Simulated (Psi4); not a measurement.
ClGa, triplet, at a GFN2-xTB geometry (such geometries of metal compounds can be far from the true shape) (the spin is typed, not shown lowest).

Here is a job for Psi4.
```
memory 2 GB

molecule mol {
0 3
Ga   -0.000000   -0.000000   -0.787509
Cl    0.000000    0.000000    1.436045
}

set {
  basis sto-3g
  reference uks
}

energy('r2scan')
print_variables()
```

Problem. What does this run give for the <S^2>, total energy?

Solution. 
```json
{
 "<S^2>": "2.002",
 "total_energy": "-2357.476857 Ha"
}
```

These values belong to the state on which the SCF converged, which isn't shown to be the lowest.

Problem. Roughly what does it cost on one core?

Solution. roughly 13 core-seconds.
